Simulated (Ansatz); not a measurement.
Cartesian coordinates in Å:
```
C -1.226 -1.252 -0.910
C -0.056 -0.494 -0.420
F 1.094 -0.931 -0.963
C -0.036 0.508 0.446
C 1.197 1.205 0.874
F 1.111 2.534 0.581
F 1.339 1.121 2.227
H -1.304 -1.163 -1.996
H -1.112 -2.313 -0.673
H -2.143 -0.881 -0.455
H -0.969 0.851 0.876
H 2.106 0.814 0.413
```

Charge 0, multiplicity 1.

(1) List the B3LYP/def2-TZVPP orbital energies in eV (Ansatz). (An estimate is asked.)

## Answers

(1) The calculation gave: Occupied: -672.47, -671.76, -671.76, -281.26, -279.89, -277.54, -277.29, -34.14, -34.03, -32.51, -22.67, -20.81, -18.49, -16.71, -15.45, -14.95, -14.91, -13.80, -13.63, -12.41, -11.89, -11.75, -11.65, -11.25, -11.00, -10.87, -9.47, -7.71. Lowest empty: -0.49, 0.80, 1.65, 1.86, 2.79, 2.92, 3.16, 3.31.

B3LYP here is the variant with VWN-RPA as its local correlation; programs differ in this.
